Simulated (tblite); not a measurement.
Species: C8H12F2O.
Numbering: `[CH3:1][CH:2]([CH3:3])[C@@:4]1([C:5](=[O:6])[F:7])[CH2:8][C@:9]1([CH3:10])[F:11]` (hydrogens: H12, H13, H14 on C1; H15 on C2; H16, H17, H18 on C3; H19, H20 on C8; H21, H22, H23 on C10)

Computed with GFN2-xTB (tblite), gas phase: L-BFGS steps from a force-field or distance-geometry start until the largest atomic force falls under 0.01 eV/Å.

Step 80: E = -1000.7000 eV
```
atom  x, y, z in Å  |  force x, y, z in eV/Å
C1      1.3675   -0.0598    1.4812    0.021   0.002  -0.020
C2     -0.0445   -0.3265    0.9610    0.012   0.031  -0.007
C3     -0.5743   -1.6639    1.4782   -0.017  -0.001  -0.015
C4     -0.1111   -0.3001   -0.5669   -0.031   0.004   0.004
C5      0.6400   -1.3857   -1.2283   -0.008   0.061  -0.006
O6      1.5198   -2.0537   -0.8048    0.011  -0.033  -0.037
F7      0.2038   -1.6196   -2.5015    0.042  -0.011   0.019
C8     -1.3880    0.1709   -1.2527   -0.008   0.024  -0.017
C9     -0.1845    1.0383   -1.3070    0.040  -0.019   0.021
C10    -0.1015    2.3677   -0.6106    0.005   0.018  -0.002
F11     0.4805    1.0889   -2.5022   -0.010  -0.010  -0.008
H12     1.3652   -0.0628    2.5680   -0.014   0.004   0.012
H13     1.7299    0.9070    1.1415    0.010  -0.017   0.007
H14     2.0533   -0.8281    1.1371   -0.018   0.003   0.000
H15    -0.7016    0.4662    1.3330   -0.027  -0.007  -0.003
H16    -1.5465   -1.8802    1.0411   -0.020  -0.028   0.001
H17    -0.6838   -1.6354    2.5585    0.024   0.019   0.023
H18     0.1119   -2.4663    1.2240   -0.012  -0.020   0.001
H19    -1.6873   -0.3304   -2.1610   -0.014  -0.016   0.033
H20    -2.2046    0.4828   -0.6190    0.010  -0.030  -0.010
H21    -0.7538    2.3967    0.2538   -0.015   0.005   0.039
H22     0.9182    2.5828   -0.3006    0.027   0.000  -0.020
H23    -0.4134    3.1386   -1.3128   -0.009   0.020  -0.014
```

Step 81: E = -1000.7006 eV
```
atom  x, y, z in Å  |  force x, y, z in eV/Å
C1      1.3660   -0.0573    1.4798    0.017   0.003   0.003
C2     -0.0455   -0.3267    0.9603    0.014   0.020  -0.002
C3     -0.5754   -1.6644    1.4786   -0.008   0.017  -0.014
C4     -0.1103   -0.3016   -0.5672   -0.026  -0.004   0.007
C5      0.6408   -1.3866   -1.2295   -0.005   0.056  -0.020
O6      1.5178   -2.0593   -0.8077    0.013  -0.026  -0.013
F7      0.2090   -1.6134   -2.5056    0.032  -0.009   0.013
C8     -1.3867    0.1699   -1.2533    0.001   0.025  -0.008
C9     -0.1825    1.0367   -1.3064    0.033  -0.006   0.024
C10    -0.1014    2.3661   -0.6081    0.005   0.016  -0.009
F11     0.4845    1.0886   -2.5005   -0.015  -0.004  -0.001
H12     1.3632   -0.0549    2.5670   -0.011  -0.002   0.001
H13     1.7285    0.9084    1.1367    0.009  -0.024   0.003
H14     2.0513   -0.8274    1.1391   -0.009   0.002  -0.001
H15    -0.7034    0.4664    1.3306   -0.026  -0.016  -0.001
H16    -1.5506   -1.8767    1.0471   -0.026  -0.030  -0.003
H17    -0.6786   -1.6359    2.5596    0.025   0.014   0.023
H18     0.1066   -2.4690    1.2193   -0.011  -0.009   0.004
H19    -1.6886   -0.3340   -2.1591   -0.011  -0.007   0.021
H20    -2.2006    0.4837   -0.6177   -0.008  -0.031  -0.009
H21    -0.7508    2.3947    0.2597    0.003  -0.003   0.006
H22     0.9194    2.5843   -0.3024    0.014  -0.004  -0.022
H23    -0.4174    3.1354   -1.3103   -0.010   0.023  -0.005
```

**Question.** Estimate the geometry and energy of step 82. (The exact step hangs on the optimiser's Hessian estimate; all steps are aligned on step 81, rigid shifts and turns removed.)

**Answer.** E = -1000.7010 eV, largest force 0.037 eV/Å
```
atom  x, y, z in Å  |  force x, y, z in eV/Å
C1      1.3652   -0.0556    1.4785    0.011  -0.002   0.004
C2     -0.0465   -0.3262    0.9599    0.003   0.001   0.002
C3     -0.5759   -1.6643    1.4790   -0.002   0.021  -0.005
C4     -0.1105   -0.3024   -0.5671   -0.010  -0.006   0.005
C5      0.6411   -1.3865   -1.2301    0.001   0.030  -0.022
O6      1.5156   -2.0633   -0.8093    0.014  -0.010   0.009
F7      0.2128   -1.6101   -2.5076    0.017   0.000  -0.003
C8     -1.3857    0.1700   -1.2545    0.007   0.017   0.002
C9     -0.1804    1.0358   -1.3054    0.012   0.008   0.015
C10    -0.1012    2.3656   -0.6063    0.005   0.014  -0.013
F11     0.4876    1.0885   -2.4987   -0.014   0.000   0.003
H12     1.3615   -0.0503    2.5655   -0.006  -0.002   0.007
H13     1.7286    0.9088    1.1327    0.005  -0.028   0.003
H14     2.0489   -0.8277    1.1400   -0.003   0.002   0.000
H15    -0.7054    0.4664    1.3293   -0.022  -0.018   0.001
H16    -1.5533   -1.8759    1.0517   -0.020  -0.022  -0.001
H17    -0.6738   -1.6361    2.5608    0.022   0.012   0.014
H18     0.1036   -2.4701    1.2165   -0.009  -0.002   0.005
H19    -1.6889   -0.3359   -2.1585   -0.006   0.002   0.012
H20    -2.1988    0.4834   -0.6179   -0.018  -0.024  -0.007
H21    -0.7492    2.3932    0.2636    0.020  -0.005  -0.015
H22     0.9205    2.5859   -0.3037    0.000  -0.005  -0.021
H23    -0.4205    3.1338   -1.3086   -0.008   0.020   0.005
```

The energy changes by -0.0004 eV. The first-order estimate −F·Δx gives -0.0006 eV and the mean of the old and new forces, exact on a quadratic surface, -0.0004 eV. The step makes an angle of 75° with the force vector and moves no atom by more than 0.005 Å.
